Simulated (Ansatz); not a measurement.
ClFGaHO (`[OH][Ga]([F])[Cl]`) at its PBE0-D4/def2-TZVP geometry, where that method's forces vanish. Charge 0, multiplicity 1.

```json
{"atom": "O1", "x (Å)": "-0.555", "y (Å)": "1.266", "z (Å)": "0.182"}
{"atom": "Ga2", "x (Å)": "0.369", "y (Å)": "-0.197", "z (Å)": "-0.140"}
{"atom": "F3", "x (Å)": "1.969", "y (Å)": "-0.005", "z (Å)": "-0.778"}
{"atom": "Cl4", "x (Å)": "-0.351", "y (Å)": "-2.156", "z (Å)": "0.203"}
{"atom": "H5", "x (Å)": "-1.432", "y (Å)": "1.092", "z (Å)": "0.533"}
```

(1) For each bond, give half the difference of the two atoms' forces along it (eV/Å; positive pushes the atoms apart) under PBE-D4, r2SCAN-D4, B3LYP-D4, ωB97M-V in def2-TZVPP. (An estimate is asked.)

Results:

(1) Ansatz gave: 
```json
{"bond": "O1–Ga2", "length (Å)": "1.761", "PBE-D4": "0.24", "r2SCAN-D4": "0.04", "B3LYP-D4": "0.13", "ωB97M-V": "0.05"}
{"bond": "O1–H5", "length (Å)": "0.961", "PBE-D4": "0.39", "r2SCAN-D4": "0.06", "B3LYP-D4": "-0.02", "ωB97M-V": "-0.07"}
{"bond": "Ga2–F3", "length (Å)": "1.733", "PBE-D4": "0.41", "r2SCAN-D4": "0.01", "B3LYP-D4": "0.16", "ωB97M-V": "0.08"}
{"bond": "Ga2–Cl4", "length (Å)": "2.115", "PBE-D4": "0.02", "r2SCAN-D4": "-0.03", "B3LYP-D4": "0.12", "ωB97M-V": "-0.03"}
```

B3LYP here is the variant with VWN-RPA as its local correlation; programs differ in this.
